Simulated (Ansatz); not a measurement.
Li (SMILES [Li]), doublet; PBE0/cc-pVDZ (Ansatz, a program for electronic structure).

Here is a job for Ansatz.
Ansatz 0.2 input:
```yaml
crystal:
  periodic: [false, false, false]
  atoms:
    - {symbol: Li, position_ang: [0.00000000, 0.00000000, 0.00000000]}
basis:
  gaussian:
    orbitals: cc-pVDZ
hamiltonian:
  xc: pbe0
magnetization: {spin_polarized: true, initial_magnetization: 1}
```

### Question
Predict the main parts of the log of this Ansatz run.

### Answer

```
Functional definition: PBE0
125 factors; their error is unknown
mean field evaluation 1: about -203.1664 eV, gradient 3.3e-1 eV
mean field evaluation 2: about -203.1712 eV, gradient 6.8e-2 eV
mean field evaluation 4: about -203.1649 eV, gradient 7.2e-4 eV
mean field evaluation 8: about -203.1649 eV, gradient 1.6e-5 eV
mean field -203.16492644 eV, -7.4661733367 hartree, gradient 1.6e-5 eV, S^2 0.750000; 0 other end points of the search recorded, 0 dependent functions left out
reference -203.16495202 eV, -7.4661742767 hartree; 2, 1 occupied and 12, 13 virtual orbitals, 125 factors
Total energy: -203.16495202 eV, -7.4661742767 hartree
```
